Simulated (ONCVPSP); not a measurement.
**Hf (Z = 72), ONCV: configuration errors across variants**

* Element: Hf (Z = 72)
* Generator: ONCVPSP 4.0.1
* Type: optimised norm-conserving Vanderbilt (ONCV)
* Functional: PBE
* Relativity: scalar-relativistic
* Frozen core: [Kr] 4d10 4f14
* Valence charge: 12
* Reference configuration: 5s2 5p6 5d2.5 6s1.5
* Partial waves: 5s+6s: rc 2.05 bohr, ncon 4, nbas 7, qcut 5.1 1/bohr, 2 projectors; 5p: rc 2.00 bohr, ncon 5, nbas 9, qcut 6.8 1/bohr, 2 projectors, debl 2.9 Ha; 5d: rc 2.95 bohr, ncon 3, nbas 7, qcut 5.4 1/bohr, 2 projectors, debl 1.7 Ha
* Local potential: polynomial inside 1.95 bohr (lpopt 5, dvloc0 6 Ha)
* Core correction: Teter function, fcfact 5.75, rcfact 1.25

All-electron excitation energies from the reference (eV): (1) 5s2 5p6 5d2 6s2 -1.255; (2) 5s2 5p6 5d2 6s1 6.722; (3) 5s2 5p6 5d2 6s0 20.902; (4) 5s2 5p6 5d3 6s1 1.338.

Errors AE − PS in meV (a dash: test not solved or not reliable):

| change | (1) | (2) | (3) | (4) | bound ghosts | GHOST(+) flags above zero |
| --- | --- | --- | --- | --- | --- | --- |
| base | +3.0 | +0.1 | +5.5 | -1.0 | none | none |
| all radii but the core radius scaled by about 0.88 (s 1.80, p 1.76, d 2.60 bohr); local potential polynomial inside 1.72 bohr (lpopt 5, dvloc0 6 Ha) | +2.0 | -0.3 | +8.0 | -1.7 | none | none |
| all radii but the core radius scaled by about 0.94 (s 1.92, p 1.88, d 2.76 bohr); local potential polynomial inside 1.82 bohr (lpopt 5, dvloc0 6 Ha) | +2.4 | -0.1 | +7.0 | -1.4 | none | none |
| all radii but the core radius scaled by about 1.08 (s 2.22, p 2.16, d 3.18 bohr); local potential polynomial inside 2.10 bohr (lpopt 5, dvloc0 6 Ha) | +3.9 | +0.3 | +3.6 | -0.4 | none | none |
| all radii but the core radius scaled by about 1.15 (s 2.36, p 2.30, d 3.40 bohr); local potential polynomial inside 2.26 bohr (lpopt 5, dvloc0 6 Ha) | +5.0 | +0.7 | +1.2 | +0.5 | none | none |
| all radii but the core radius scaled by about 1.22 (s 2.50, p 2.44, d 3.60 bohr); local potential polynomial inside 2.38 bohr (lpopt 5, dvloc0 6 Ha) | +6.5 | +1.2 | -1.8 | +1.7 | none | none |
| all radii but the core radius scaled by about 1.33 (s 2.74, p 2.66, d 3.94 bohr); local potential polynomial inside 2.60 bohr (lpopt 5, dvloc0 6 Ha) | +9.5 | +2.5 | -8.4 | +4.1 | none | none |

Problem. Give the same row for: all radii but the core radius scaled by about 0.77 (s 1.58, p 1.54, d 2.28 bohr); local potential polynomial inside 1.50 bohr (lpopt 5, dvloc0 6 Ha).

Solution. +1.4, -0.4, +10, -2.0; bound ghosts: none; GHOST(+) flags above zero: none.
